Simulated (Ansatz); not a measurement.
BeCl2(H2O)2 (BeCl₂O₂H₄). The state is a singlet with charge 0. Geometry relaxed at B3LYP-D4/def2-SVP.

```xyz
9

Be    0.168   -0.127   -0.349
Cl    1.912    0.654   -0.790
Cl   -0.877   -1.438   -1.366
O    -0.899    1.239   -0.143
H    -1.671    1.098   -0.718
H    -0.431    2.030   -0.461
O     0.379   -0.844    1.228
H     1.331   -0.841    1.428
H     0.089   -1.771    1.171
```

Problem. Estimate the harmonic wavenumbers at RKS B3LYP-D4/def2-SVP (Ansatz, unscaled). Is this a minimum?

Solution. 136, 145, 161, 214, 215, 221, 300, 380, 480, 535, 563, 667, 667, 725, 924, 1576, 1583, 3723, 3727, 3817, 3818 cm⁻¹. Yes, no mode is imaginary beyond noise. Zero-point energy 147.0 kJ/mol. Hardware: 4 threads of Arm Neoverse V2 on a shared host. Wall time 39 s.
